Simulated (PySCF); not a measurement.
C3H6FIn, SMILES C=[CH][In]([CH3])[F]. Atoms are numbered in the order given.

```xyz
11

In     0.0185     0.1873     0.1264
F      1.2420     1.7327    -0.1389
C     -1.2279     0.4560     1.8724
H     -1.9300    -0.3795     1.9968
H     -1.7849     1.3976     1.7617
H     -0.5776     0.5290     2.7563
C      0.3270    -1.2715    -1.4187
C     -0.3591    -2.4203    -1.4908
H      1.0856    -1.0567    -2.1814
H     -0.1850    -3.1530    -2.2900
H     -1.1304    -2.6974    -0.7622
```

Coordinates come from a B3LYP-D3(BJ)/def2-SVP optimisation. The structure was generated by enumeration; whether it is a known compound was not checked. The def2 effective core potentials stand for the cores of In; spin–orbit coupling is left out. Other conformers were not sampled.

Level of theory: HF/def2-TZVP run with PySCF.

ESP charges are fitted to the potential on shells at 1.4 to 2.0 van der Waals radii. Atomic charges (e):

```
atom  Löwdin  Mulliken  ESP fit
----  ------  --------  -------
In1     0.73      1.15     1.29
F2         …     -0.65    -0.62
C3         …     -0.60    -0.95
H4         …      0.13     0.19
H5         …      0.14     0.22
H6         …      0.14     0.22
C7     -0.35     -0.50    -0.62
C8     -0.21     -0.21    -0.31
H9      0.14      0.15     0.24
H10        …      0.13     0.20
H11        …      0.12     0.14
```

Task: Complete the blanks. (Estimate from the structure and the level; the computed values follow.)

Result: 
- F2, Löwdin: -0.38
- C3, Löwdin: -0.52
- H4, Löwdin: 0.12
- H5, Löwdin: 0.12
- H6, Löwdin: 0.12
- H10, Löwdin: 0.12
- H11, Löwdin: 0.12
